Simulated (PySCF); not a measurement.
# Electron correlation in Bi⁺ (bismuth, charge +1)

[Xe] 4f14 5d10 6s2 6p2, high-spin 3P determinant. All numbers are calculated (PySCF 2.14, a scalar-relativistic core potential, in aug-cc-pVDZ-PP with ECP60MDF (5s4p3d, 32 functions)). Frozen: 5s2 5p6 5d10; 4 electrons correlated.

MP2 pair energies summed by pair of shells (mhartree):

```json
{"pair": "6s-6p", "energy": "-17.63", "share (%)": "60.0"}
{"pair": "6s-6s", "energy": "-8.80", "share (%)": "29.9"}
{"pair": "6p-6p", "energy": "-2.96", "share (%)": "10.1"}
```

Total MP2 correlation energy: -29.38 mhartree.

Same-spin part -5.44 and opposite-spin part -23.94 mhartree; SCS-MP2 scales them by 1/3 and 6/5 to -30.54 mhartree.

| level | correlation energy (mhartree) |
| --- | --- |
| CCSD | -39.76 |
| (T) | -0.36 |
| CCSD(T) | -40.12 |

Diagnostics: T1 = 0.0060, D1 = 0.0143, largest double amplitude 0.072.

Spin-orbit coupling is strong in this species (close to jj coupling), so the high-spin LS determinant is a model state, not a physical level.

Cost of the coupled-cluster step: 0.16 s of wall time on 1 thread of Neoverse-V1 (shared host), for 4 correlated electrons.

Spin-orbit coupling is strong in this species, so the high-spin LS determinant is a model state.
